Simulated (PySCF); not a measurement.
Gas-phase equilibrium of 1 mol GeCl4, 0.6 mol H2 at 1400 K and 0.100 bar, among 17 species (GeH4, Ge2H6, GeH3Cl, HCl, GeCl3, H, H2, Ge3H8, GeHCl3, GeH3, GeCl4, Cl, Cl2, GeCl2, GeHCl, GeH2, GeH2Cl2). Only gases are allowed; each row takes one source of thermochemistry for all species, and Cantera finds the minimum.

Method: PySCF energies plus ideal-gas RRHO corrections (1 bar). † marks an energy on the PBE0/def2-TZVP geometry and frequencies; other levels use their own. MP2 and CCSD(T) freeze the core. 6-31G* has spherical d functions here. Open shells (unrestricted) among the columns below: GeCl3 (multiplicity 2), H (multiplicity 2), Cl (multiplicity 2, electronic degeneracy 6); the rest are closed-shell singlets. Spin-orbit splitting is ignored; it lowers the true energy and changes the entropy of Cl. Ge: all electrons, no relativistic terms. GeCl3: computed as isolated molecules; such fragments, hydroxides, amides, oligomers or adducts are transient or little studied in the gas. MP2 isn't extrapolated to the basis-set limit. CCSD(T) isn't extrapolated to the basis-set limit. The harmonic model lacks anharmonicity and excited electronic states, which grow with temperature; levels with a mode under 35 cm⁻¹ are left out.

Molecules larger than those listed are left out, and so are free Ge atoms, whose spin-orbit terms are large.

With CCSD(T)/def2-SVP† thermochemistry: HCl 0.54, GeCl2 0.28, Cl 0.011, GeCl4 0.17, H2 2.1e-5, GeCl3 0.00048, Cl2 2.4e-5, H 2.2e-7.

### Question
How far does the composition move with the other sources (HF/6-31G*, MP2/def2-TZVPP†, PBE0/def2-SVP†, PBE0/def2-TZVP, r2SCAN/def2-TZVP†)?

### Answer
```tsv
thermochemistry	x HCl	x GeCl2	x Cl	x GeCl4	x H2	x GeCl3	x Cl2	x H
CCSD(T)/def2-SVP†	0.54	0.28	0.011	0.17	2.1e-5	0.00048	2.4e-5	2.2e-7
HF/6-31G*	0.39	0.33	0.27	0.00027	0.0027	0.00022	1.7e-7	0.00013
MP2/def2-TZVPP†	0.54	0.27	0.00028	0.18	0.00030	0.00045	5.0e-6	8.1e-7
PBE0/def2-SVP†	0.54	0.27	0.0024	0.18	1.8e-5	0.0011	6.9e-5	2.5e-7
PBE0/def2-TZVP	0.54	0.27	0.0021	0.18	1.4e-5	0.0013	0.00051	1.6e-7
r2SCAN/def2-TZVP†	0.54	0.27	0.0011	0.18	6.2e-5	0.0021	0.00014	1.8e-7
```
The most sensitive of these is Cl2: it spans a factor of 10^3.5 over these rows; at this temperature one factor of ten is RT ln 10 = 27 kJ/mol.
